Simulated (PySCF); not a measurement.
**Gallium: a sound run and one with changed settings**

Sound run: Ga [Ar] 3d10 4s2 4p1, Ga⁺ [Ar] 3d10 4s2. All numbers are calculated (PySCF 2.14, scalar relativity through the core potential, in aug-cc-pVDZ-PP with ECP10MDF (5s4p3d, 32 functions)). In the sound run the correlated levels freeze 3s2 3p6 3d10 outside the core potential. The sound run starts from symmetry-adapted Hartree-Fock orbitals and uses a fine grid where one is needed.

Changed run: initial guess minao, at most 50 SCF cycles.

```tsv
species	method	sound run (hartree)	changed run (hartree)	converged
Ga	UHF	-258.29123	-258.29123	yes
Ga	PBE0	-259.40206	-259.40206	yes
Ga	CCSD(T)	-258.33517	-258.33517	yes
Ga⁺	M06-2X	-259.35296	-259.35296	yes
Ga⁺	MP2	-258.11164	-258.11164	yes
```

Here the plain start reaches the same solutions.
